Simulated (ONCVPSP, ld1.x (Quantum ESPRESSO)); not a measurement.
# Pseudopotentials across the periodic table

Generated with ld1.x 7.5 (TM, RRKJ, ultrasoft, PAW), atompaw 4.2 or ONCVPSP 4.0.1. The cutoff is in Ry: for ld1.x and atompaw files where the sum of valence levels is converged to 10 mRy in a Bessel basis, for ONCV files where the hardest occupied wave has 1 mHa per electron of residual kinetic energy. The error is the largest all-electron minus pseudo excitation energy over each file’s own four to seven test configurations (ionisations up to +4, promotions, holes and added fractions of an electron), all of which were solved. The labels leave out finer settings (local radius, basis sizes, second energies), which also bear on the numbers. Spin-polarised tests are not counted. The rows are a selection from randomly drawn settings: files with unsolved tests, undetermined cutoffs or missed reference levels are left out.

A true bound ghost makes a file unfit for plane-wave use even where its test errors are small: the radial tests pick states by their node count and pass the ghost by.

| element | potential | cutoff (Ry) | largest error (meV) | bound ghosts |
| --- | --- | --- | --- | --- |
| N | ONCV, PW91, scalar-relativistic, rc 0.85/1.50 (sp), local smoothed, core correction yes, reference 2s2 2p2.5, qcut 7.2/9.8, projectors 2/2 | 60 | +882 | none |
| Ga | TM, PBE, scalar-relativistic, rc 1.85/2.25/2.35 (spd), local s, core correction yes, reference 4s2 4p1 | 15 | -176 | d |
| Au | ONCV, Wu-Cohen, fully relativistic, rc 1.40/1.75/1.50 (spd), local smoothed, core correction yes, reference 5s2 5p6 5d10 6s0.5, qcut 6.7/7.7/7.6, projectors 2/2/2 | 113 | -7.6 | none |
| Tl | TM, PBE, fully relativistic, rc 2.25/2.60 (sp), local s, core correction yes, reference 6s1.5 6p1.5 | 18 | -269 | none |

Q: Fill in the row for Ir: ultrasoft, LDA (PZ), fully relativistic, rc 2.82/3.80/2.50 (spd), local smoothed, core correction yes, reference 5d7 6s2 6p0.

A: cutoff 18 Ry, largest error -299 meV, bound ghosts: none.

Q: Fill in the row for Cd: ONCV, Wu-Cohen, scalar-relativistic, rc 1.35/1.55/1.90 (spd), local smoothed, core correction yes, reference 4s2 4p6 4d10 5s1, qcut 9.4/11.3/8.6, projectors 2/2/2.

A: cutoff 75 Ry, largest error +3.4 meV, bound ghosts: none.

Q: Fill in the row for Ga: RRKJ, Wu–Cohen, scalar-relativistic, rc 1.55/2.65/2.45 (spd), local p, core correction no, reference 4s1 4p2.

A: cutoff 12 Ry, largest error -69 meV, bound ghosts: s.
